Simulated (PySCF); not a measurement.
A GIAO shielding run with PySCF 2.14 (density fitting, non-relativistic, gas phase) on `[C@H]([P@](C#C)(C)=S)(C)CC`, C₇H₁₃PS:

```
{"job": {"kind": "nmr", "xc": "PBE0", "basis": "pcSseg-1"}, "charge": 0, "multiplicity": 1}
C     -1.977208     2.749388    -0.459398
C     -1.683714     1.590559    -0.324048
P     -1.350224    -0.148077    -0.409691
C     -2.437462    -0.809314     0.915394
S     -1.656069    -0.916661    -2.162448
C      0.390948    -0.254691     0.237747
C      0.733686    -1.719148     0.469665
C      1.288709     0.415434    -0.802926
C      2.695691     0.691411    -0.288966
H     -2.217673     3.771586    -0.518033
H     -2.169435    -0.403151     1.888557
H     -2.359784    -1.895877     0.918026
H     -3.463245    -0.535695     0.668366
H      0.432117     0.307460     1.178422
H      0.116468    -2.144623     1.259502
H      1.776231    -1.833018     0.757529
H      0.563039    -2.283918    -0.446979
H      0.827179     1.363681    -1.101845
H      1.331172    -0.221330    -1.690162
H      3.208786    -0.230748    -0.028866
H      3.279272     1.197169    -1.053914
H      2.661104     1.328949     0.592435
```

Hardware: 1 thread of an Arm Neoverse V1, shared host. The job also computes population analyses, field gradients.

(1) How large is the calculation?

(2) How long does it take?

Answers

(1) 86 electrons, 232 basis functions and 1245 auxiliary functions.

(2) 51 s of wall time, with 15 SCF cycles and 5 response iterations. Times on a shared host scatter by some tens of per cent.
